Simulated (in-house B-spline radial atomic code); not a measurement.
# Response and correlation of Pt⁴⁸⁺

Closed shell [Ar] 3d10 4s2. Computed with a B-spline radial code for spherical atoms: Dirac-Hartree-Fock, relativistic RPA (time-dependent Dirac-Hartree-Fock) for the response and second-order many-body perturbation theory for correlation, no-pair Dirac-Coulomb Hamiltonian, finite nucleus.

Command:
```bash
python run_mb.py task.json out
```
Settings (nuclear radius in fm, box in bohr, cutoff in hartree):
```
basis_form          2
Z                   78
core_configuration  [Ar] 3d10 4s2
rms_radius          5.427
mass_number         195
speed_of_light      137.036
box_radius          2.0
lmax                7
intervals           55
virtual_cutoff      152100.0
```

Cost of the run: 4.6 s on 1 thread of Arm Neoverse V1, on a shared host.

```tsv
multipole (bohr³, bohr⁵, bohr⁷)	uncoupled	coupled RPA
dipole	0.023068	?
quadrupole	0.0012161	0.0013112
octupole	0.00013064	0.00013814
```

**Question.** What is the coupled dipole polarisability?

**Answer.** 0.024943 atomic units, +8 % against the uncoupled value.

**Question.** Which subshells carry the dipole polarisability?

**Answer.** 4s1/2 96.4 %, 3d5/2 1.7 %, 3d3/2 1.1 %.

**Question.** What does the dipole shielding factor come to?

**Answer.** The dipole shielding factor is 0.384, against the exact N/Z = 30/78 = 0.385 of the non-relativistic theorem.

Dipole polarisability at imaginary frequency:

```csv
u (Eh),α(iu) (bohr³)
0,0.02494
17.2,0.00513
51.4,0.001835
103,0.0009594
172,0.0005042
343,0.0001718
686,5.076e-05
1720,9.026e-06
```

**Question.** What dispersion coefficients follow for two such ions (the dispersion part alone)?

**Answer.** C6 = (3/π)∫α(iu)²du = 0.003561 hartree·bohr⁶ and C8 = 0.001414 hartree·bohr⁸.

Lowest J = 1 odd-parity excitations:

| energy (eV) | oscillator strength | leading channel | weight |
| --- | --- | --- | --- |
| 100.62 | 0.131 | 4s1/2 → p1/2 | 0.992 |
| 246.43 | 1.11 | 4s1/2 → p3/2 | 0.991 |
| 1164.7 | 0.205 | 4s1/2 → p1/2 | 1.0 |
| 1228 | 0.195 | 4s1/2 → p3/2 | 0.999 |
| 1694.5 | 0.0621 | 4s1/2 → p1/2 | 1.0 |
| 1729.2 | 0.0737 | 4s1/2 → p3/2 | 1.0 |
| 1953.4 | 0.154 | 3d3/2 → p1/2 | 0.997 |
| 2000.5 | 0.233 | 3d5/2 → p3/2 | 0.994 |

Second-order correlation energy by the highest angular momentum of the excited pair (hartree): s -0.02828, p -0.2709, d -0.5107, f -0.6458, g -0.1991, h -0.08561, i -0.03856, k -0.0195.

**Question.** What is the second-order correlation energy at the partial-wave limit?

**Answer.** The listed waves sum to -1.7985 hartree; extrapolating the increments as (l + 1/2)⁻⁴ gives -1.8384 hartree, -1.67 eV per electron.
